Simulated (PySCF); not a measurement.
Numbering as in the mapped SMILES `[CH3:1][N:2]([CH3:3])[C:4]1=[CH:5][SiH2:6][CH:7]=[CH:8]1`. Each H is labelled by its parent atom.

Geometry: PBE0-D3(BJ)/def2-SVP; GIAO shifts from PySCF, gas phase, non-relativistic, averaged over equivalent atoms.

At PBE0/pcSseg-1 (198 basis functions, 79 s wall time on 1 thread of an Arm Neoverse N1, shared host):
```
      atoms  δ (ppm)
         C4    168.8
         C8    152.8
         C7    139.0
         C5     81.4
      C1/C3     39.6
         N2     89.4
        Si6    -38.2
      H(C8)     7.30
      H(C7)     6.53
     H(Si6)     4.77
      H(C5)     3.80
H(C1)/H(C3)     2.72
```

Shifts are taken against calculated references (same method and geometry level): 13C (σ = 184.41 ppm), 29Si (σ = 351.99 ppm), 1H (σ = 31.27 ppm) vs TMS; 15N (σ = 265.67 ppm) against NH3.

**Question.** Predict the values at B3LYP/pcSseg-1 on the same geometry.

**Answer.** 
```csv
atoms,δ at B3LYP/pcSseg-1,change
C4,170.2,+1.4
C8,152.8,+0.0
C7,138.7,-0.3
C5,81.4,+0.0
C1/C3,40.2,+0.6
N2,93.9,+4.5
Si6,-41.4,-3.2
H(C8),7.21,-0.09
H(C7),6.35,-0.18
H(Si6),4.67,-0.10
H(C5),3.69,-0.11
H(C1)/H(C3),2.72,+0.00
```

References, each an isolated molecule treated in the same way: 13C (σ = 179.24 ppm), 29Si (σ = 337.86 ppm), 1H (σ = 31.38 ppm) against TMS; 15N (σ = 263.54 ppm) vs NH3.

The largest change is at N2 (enamine nitrogen). Cost: 198 basis functions, 57 s wall time on 1 thread of an Arm Neoverse N1, shared host. The order of the carbon signals is the same at both levels.

Experimental scales use liquid or dissolved standards, which lie at an offset from isolated NH3 (liquid NH3: subtract about 20 ppm).
